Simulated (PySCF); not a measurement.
Li(OtBu) (C4H9LiO), SMILES [Li][O]C(C)(C)C. Heavy atoms are numbered as in [Li:1][O:2][C:3]([CH3:4])([CH3:5])[CH3:6]. Hydrogens are named by the atom that carries them.

Coordinates come from a ωB97X-D3(BJ)/def2-SVP optimisation. The isomer is the one that the SMILES or the coordinates give; other isomers of the formula were not compared.

Calculation: HF/pcSseg-1 run with PySCF.

GIAO shieldings, no solvent; atoms alike by connectivity are averaged. δ = σ(ref) − σ: ¹⁷O against H2O (σ = 333.0 ppm); ¹³C against TMS (σ = 192.6 ppm); ¹H against TMS (σ = 31.99 ppm), references at their B3LYP-D3(BJ)/def2-TZVP geometries, non-relativistic.

```csv
atoms,nucleus,count,δ (ppm)
O2,¹⁷O,1,___
C3,¹³C,1,59.2
C4 (CH3),¹³C,3,37.7
H on C4,¹H,9,___
```

**Question.** Some entries are withheld; supply them. (Estimate from the structure and the level; the computed values follow.)

**Answer.** 
- O2, δ (ppm): 79.3
- H on C4, δ (ppm): 1.28
